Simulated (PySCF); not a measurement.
CCl3, charge +1, multiplicity 1. Atoms are numbered in the order given.

```xyz
4

Cl    -1.6577     0.0000     0.0000
C      0.0000     0.0000     0.0000
Cl     0.8289    -1.4356     0.0000
Cl     0.8289     1.4356     0.0000
```
Charge +1, spin multiplicity 1.

Geometry optimised at TPSSh-D3(BJ)/def2-SVP. The spin state was assumed, not searched. The isomer is the one that the SMILES or the coordinates give; other isomers of the formula were not compared.

These are TPSSh-D3(BJ)/def2-SVP (PySCF) values and carry that method's errors.

Frequencies are harmonic and unscaled.

Modes within 1.5 cm⁻¹ of each other (mostly degenerate sets) share a row, with their intensities summed.

```csv
mode,ν (cm⁻¹),IR (km/mol),moving atoms (share of kinetic energy)
1–2,308,0.9,Cl 94 %
3,517,0.1,"C 90 %, Cl 10 %"
4,543,0.0,Cl 100 %
5–6,1042,565.6,"C 84 %, Cl 16 %"
```
